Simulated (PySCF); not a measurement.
## Low-lying terms of Cr(6+) (chromium, charge +6)

Ground state [Ar], ¹S. All numbers are calculated (PySCF 2.14, the non-relativistic Hamiltonian (point nucleus), in aug-cc-pVDZ with one added diffuse shell each of s, p, d type (8s7p5d2f, 68 functions)). Vertical excitation energies in eV without spin-orbit coupling; excited terms of each kind are numbered among those the solver found. Frozen: [Ne].

```csv
term,leading excitation,EOM-EE-CCSD
1 3P°,3p → d,41.403
1 3F°,3p → d,43.420
1 1D°,3p → d,46.281
1 3D°,3p → d,46.496
1 1F°,3p → d,46.828
1 1P°,3p → d,60.651
1 3D,3s → d,74.189
1 1D,3s → d,76.538
```

The solver can miss terms.
